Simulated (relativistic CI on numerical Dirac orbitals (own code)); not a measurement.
Radial parameters of Er64+

Calculated at this level of theory: Dirac-Coulomb-Breit CI, separate exchange-only KLI orbitals for each configuration, model QED (radiative potential, 1s self-energy scaled to tabulated hydrogen-like ionisation energies), unscaled Slater integrals (own radial code, finite nucleus).

Slater integrals F^k, G^k are unscaled and averaged over j, outside the closed core 1s2; ζ comes from projecting the Hamiltonian with its Breit term on Σ l·s of the shell.

- 2s 2p: G^1(2s,2p) = 1.3938e+06, ζ(2p) = 5.4497e+06 cm⁻¹; <r>(2s) = 0.08194, <r^2>(2s) = 0.007954, <r>(2p) = 0.07189, <r^2>(2p) = 0.006281 (bohr units).
- 2p2: F^2(2p,2p) = 1.3111e+06, ζ(2p) = 5.435e+06 cm⁻¹; <r>(2p) = 0.07195, <r^2>(2p) = 0.006293 (bohr units).
- 2p 3s: ζ(2p) = 5.5029e+06, G^1(2p,3s) = 144050 cm⁻¹; <r>(2p) = 0.0717, <r^2>(2p) = 0.00625, <r>(3s) = 0.1906, <r^2>(3s) = 0.04151 (bohr units).

Averages of the first 10 configurations, taken without configuration mixing, which lowers the lowest level and can move excited configurations by several eV; other configurations of the list can lie among them:

| Configuration | Parity | States | Average energy above the lowest level (eV) |
| --- | --- | --- | --- |
| 2s2 | even | 1 | 10.7 |
| 2s 2p | odd | 12 | 851.1 |
| 2p2 | even | 15 | 1749.1 |
| 2p 3s | odd | 12 | 9919.5 |
| 2p 3p | even | 36 | 10176.6 |
| 2s 3s | even | 4 | 9057.1 |
| 2s 3p | odd | 12 | 9319.5 |
| 2s 3d | even | 20 | 9503.0 |
| 2s 4s | even | 4 | 12151.6 |
| 2s 4p | odd | 12 | 12260.4 |
